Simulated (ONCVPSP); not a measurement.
**Ranking ONCV potentials for cadmium**

All share these settings but for the change named:

- Element: Cd
- Generator: ONCVPSP 4.0.1
- Type: optimised norm-conserving Vanderbilt (ONCV)
- Functional: PBE
- Relativity: fully relativistic
- Frozen core: [Ar] 3d10
- Valence charge: 20
- Reference configuration: 4s2 4p6 4d10 5s1 (charge +1)
- Partial waves: 4s+5s: rc 1.35 bohr, ncon 4, nbas 9, qcut 11 1/bohr, 2 projectors; 4p: rc 1.50 bohr, ncon 3, nbas 6, qcut 11.1 1/bohr, 2 projectors, debl 2.8 Ha; 4d: rc 1.35 bohr, ncon 3, nbas 7, qcut 9.1 1/bohr, 2 projectors, debl 1.4 Ha; f scattering state at 0.17 Ha: rc 1.20 bohr, ncon 5, nbas 10, qcut 10.1 1/bohr, 2 projectors, debl 3.8 Ha
- Local potential: polynomial inside 1.10 bohr (lpopt 4, dvloc0 6 Ha)
- Core correction: Teter function, fcfact 2, rcfact 1.3

Open shells are filled in proportion to 2j + 1.

Test errors are all-electron minus pseudo excitation energies from the reference, over 4s2 4p6 4d10 5s2; 4s2 4p6 4d10 5s0; 4s2 4p6 4d9 5s0; 4s2 4p6 4d10 5s0 5p1. None of these files shows a bound ghost.

The base gives 0.7 meV.

Of 7 variants that were run, those that failed, showed a ghost or another fault, or gave nearly equal values are left out.

Rank these variants by their largest absolute test error, smallest first.
A. all radii but the core radius scaled by about 0.96 (s 1.30, p 1.44, d 1.30, f 1.14 bohr); local potential polynomial inside 1.06 bohr (lpopt 4, dvloc0 6 Ha)
B. all radii but the core radius scaled by about 1.32 (s 1.78, p 1.98, d 1.78, f 1.58 bohr); local potential polynomial inside 1.46 bohr (lpopt 4, dvloc0 6 Ha)
C. all radii but the core radius scaled by about 1.17 (s 1.58, p 1.76, d 1.58, f 1.42 bohr); local potential polynomial inside 1.30 bohr (lpopt 4, dvloc0 6 Ha)
D. all radii but the core radius scaled by about 1.11 (s 1.50, p 1.66, d 1.50, f 1.32 bohr); local potential polynomial inside 1.22 bohr (lpopt 4, dvloc0 6 Ha)

A (0.4 meV), D (2.0 meV), C (3.1 meV), B (6.0 meV).
